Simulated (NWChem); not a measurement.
CdBrCl; SMILES [Cl][Cd][Br]

```xyz
3

Cd    -0.2526     0.3416     0.0000
Cl    -0.6628     2.5846     0.0000
Br     0.1799    -2.0209     0.0000
```
Atoms are numbered in this order, from 1.

Level: PBE0/def2-SVP with def2 effective core potentials on Cd (NWChem), optimised geometry, unscaled harmonic frequencies. This build's default masses of Se (78.918 u) and Br (79.917 u) are each other's, which moves their modes by up to 0.6 %. def2 effective core potentials on Cd; no spin-orbit coupling.

```tsv
frequency (cm⁻¹)	IR intensity (km/mol)
77	8.4
249	3.3
404	46.1
```

The zero-point energy is 1.0 kcal/mol. The thermal correction to the enthalpy at 298.15 K (with zero-point energy) is 4.4 kcal/mol and the heat capacity Cv is 11.1 cal/(mol K). The entropy at 298.15 K and 1 atm (symmetry number 1) is 59.8 cal/(mol K).

Rigid rotor and harmonic oscillator; modes under 100 cm⁻¹ make the entropy uncertain.
